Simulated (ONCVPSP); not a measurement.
## Pd (Z = 46): one change to an ONCV potential, before and after

* Element: Pd
* Generator: ONCVPSP 4.0.1
* Type: optimised norm-conserving Vanderbilt (ONCV)
* Functional: revPBE
* Relativity: fully relativistic
* Frozen core: [Ar] 3d10
* Valence charge: 18
* Reference configuration: 4s2 4p6 4d10
* Partial waves: 4s: rc 1.30 bohr, ncon 4, nbas 7, qcut 7.1 1/bohr, 2 projectors, debl 3.8 Ha; 4p: rc 1.50 bohr, ncon 3, nbas 7, qcut 11.2 1/bohr, 1 projector; 4d: rc 1.55 bohr, ncon 4, nbas 8, qcut 10 1/bohr, 1 projector
* Local potential: polynomial inside 0.90 bohr (lpopt 4, dvloc0 1 Ha)
* Core correction: polynomial model core, fcfact 0.6

Open shells are filled in proportion to 2j + 1.

Change: functional LDA (Perdew-Wang 92).

Cutoffs: the cutoffs (Ha) at which the residual kinetic energy of the hardest occupied pseudo-wave falls to 1 and 0.1 mHa per electron; they do not see the model core or the augmentation charge, which bear on the density cutoff. Errors are all-electron minus pseudo energies relative to the spin-unpolarised reference configuration.

Problem. What does the change do?

Solution. The potential gets neither clearly harder nor softer (36 Ha and 71 Ha → 36 Ha and 71 Ha); the errors of the 3 common tests hardly move; neither file shows a bound ghost.

```csv
quantity,base,changed
"cutoff, loose",36 Ha,36 Ha
"cutoff, tight",71 Ha,71 Ha
loose cutoff by channel,"s 32 Ha, p 36 Ha, d 31 Ha","s 32 Ha, p 36 Ha, d 31 Ha"
bound ghosts,none,none
GHOST(+) flags under 300 eV,s at 289.7 eV,s at 288.8 eV
tests with a reliable result,3 of 4,3 of 4
"error for 4s2 4p6 4d9, meV [ΔE 9.03 → 9.39 eV]",+0.5,+0.6
"error for 4s2 4p6 4d8, meV [ΔE 29.76 → 30.47 eV]",+3.9,+4.4
"error for 4s2 4p5 4d10, meV [ΔE 57.18 → 57.45 eV]",-11,-9.6
s: phases at 1.32 bohr within 0.05 rad from the reference energy up to (Ha; the scan ends near 5),to the end of the scan,to the end of the scan
p3/2: phases at 1.52 bohr within 0.05 rad from the reference energy up to (Ha; the scan ends near 5),1.4,1.3
p1/2: phases at 1.52 bohr within 0.05 rad from the reference energy up to (Ha; the scan ends near 5),1.2,1.1
d5/2: phases at 1.57 bohr within 0.05 rad from the reference energy up to (Ha; the scan ends near 5),3.6,3.6
d3/2: phases at 1.57 bohr within 0.05 rad from the reference energy up to (Ha; the scan ends near 5),3.7,3.6
"rms error of d²Exc/dni dnj with the model core, mHa",4.94,4.53
```
